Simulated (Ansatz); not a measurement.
Input file for AlFGeH$_{6}$Si, SMILES `F[SiH2][AlH][GeH3]`:

```yaml
crystal:
  periodic: [false, false, false]
  atoms:
    - {symbol: F, position_ang: [-0.756963, 2.885798, 1.811863]}
    - {symbol: Si, position_ang: [-0.204775, 2.049660, 0.548808]}
    - {symbol: Al, position_ang: [-0.412648, -0.388607, 0.852679]}
    - {symbol: Ge, position_ang: [0.413496, -1.869241, -0.958885]}
    - {symbol: H, position_ang: [-0.961218, 2.515624, -0.650002]}
    - {symbol: H, position_ang: [1.216230, 2.455245, 0.342233]}
    - {symbol: H, position_ang: [-1.043983, -1.024779, 2.164050]}
    - {symbol: H, position_ang: [0.843565, -1.099763, -2.222829]}
    - {symbol: H, position_ang: [-0.651359, -2.896088, -1.394109]}
    - {symbol: H, position_ang: [1.640655, -2.679150, -0.490810]}
basis:
  gaussian: {orbitals: def2-TZVPP}
correlation: {method: ccsd_t}
```

```sh
$ ansatz run in.yaml --threads 4 --pin off --events-out ev --progress --plain --max-ram 10444MiB
```

The program prints (abridged):

```
Functional definition: HF
1477 factors; integrals over basis functions are off by at most 8.1e-4 eV
mean field evaluation 1: about -73720.0378 eV, gradient 2.9e1 eV
mean field evaluation 2: about -73720.2090 eV, gradient 3.0e1 eV
mean field evaluation 4: about -73722.6477 eV, gradient 3.2e0 eV
mean field evaluation 8: about -73722.7118 eV, gradient 1.4e-1 eV
mean field -73722.71190536 eV, -2709.2596914730 hartree, gradient 6.1e-6 eV, S^2 0.000000; 0 other end points of the search recorded, 0 dependent functions left out
20 core orbitals not correlated: weight in the atoms' cores, before any rotation towards them, 1.000 or more for the frozen orbitals, at most 0.000 for the correlated occupied ones
reference -73722.71190536 eV, -2709.2596914730 hartree; 17, 17 occupied and 210, 210 virtual orbitals, 1477 factors
second order -19.36068915 eV of doubles, -0.00000000 eV of singles
cycle   1  -19.90215588 eV  change   -5.4e-1 eV  update   1.1e-1
cycle   2  -20.55791339 eV  change   -6.6e-1 eV  update   3.5e-2
cycle   3  -20.66452727 eV  change   -1.1e-1 eV  update   1.7e-2
cycle   4  -20.65027761 eV  change    1.4e-2 eV  update   4.4e-3
cycle   5  -20.64928996 eV  change    9.9e-4 eV  update   1.8e-3
cycle   6  -20.64953207 eV  change   -2.4e-4 eV  update   5.6e-4
cycle   7  -20.64915854 eV  change    3.7e-4 eV  update   2.1e-4
cycle   8  -20.64910983 eV  change    4.9e-5 eV  update   7.6e-5
cycle   9  -20.64915427 eV  change   -4.4e-5 eV  update   3.2e-5
cycle  10  -20.64916555 eV  change   -1.1e-5 eV  update   1.1e-5
perturbative correction -0.64757659 eV, -0.0237980008 hartree
Total energy: -73744.00864750 eV, -2710.0423323114 hartree
```

Run time 2.8 min (4 threads of an Arm Neoverse V1 on a shared host); peak host memory 4.7 GiB.

Correlation energy per correlated electron: -0.626 eV. T1 diagnostic: 0.0125.
